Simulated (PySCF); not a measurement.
# Spinor energies of I⁴²⁺ (iodine, charge +42)

Start: [Ne] 3s1; 3s1/2 filled at m_j = +1/2. Calculated with PySCF 2.14 in an uncontracted even-tempered set (18 s from 9.4 bohr⁻², ratio 2.4; 14 p from 12 bohr⁻², ratio 2.4; 4 d from 39 bohr⁻², ratio 2.6; 4 f from 59 bohr⁻², ratio 2.6): generalised Hartree-Fock with the X2C-1e Hamiltonian and a Gaussian nucleus; one run each with spin-orbit coupling (SO) switched off, then screened by Boettger's factors.

| spinor shell | electrons | ε, spin-free (eV) | ε, screened SO (eV) | weight of nominal j (screened SO) | rms radius, screened SO (bohr) |
| --- | --- | --- | --- | --- | --- |
| 1s1/2 | 2 | -36115.2 | -36112.7 | 1.000 | 0.0311 |
| 2s1/2 | 2 | -7849.6 | -7849.0 | 1.000 | 0.124 |
| 2p1/2 | 2 | -7330.7 | -7546.8 | 1.000 | 0.107 |
| 2p3/2 | 4 | -7330.7 | -7234.0 | 1.000 | 0.112 |
| 3s1/2 | 1 | -3185.8 | -3185.7 | 1.000 | 0.296 |

```tsv
quantity	spin-free	screened SO
E (hartree)	-5460.22120	-5461.99321
M_J	1/2	1/2
⟨J²⟩	0.750	0.750
⟨L²⟩	0.000	0.008
⟨S²⟩	0.750	0.758
```

Each row is a mean over spinors that exchange with the open shell spreads, by up to 10.200 eV (2s1/2).

Breit and QED terms are absent; they matter most for the inner s and p1/2 levels.

Densities and radii are taken from the X2C orbitals without a picture-change correction, which distorts them close to the nucleus.

Without spin-orbit coupling the j labels of p, d and f shells carry no meaning; the spin-free column gives the mean over the occupied spinors of each nl shell.
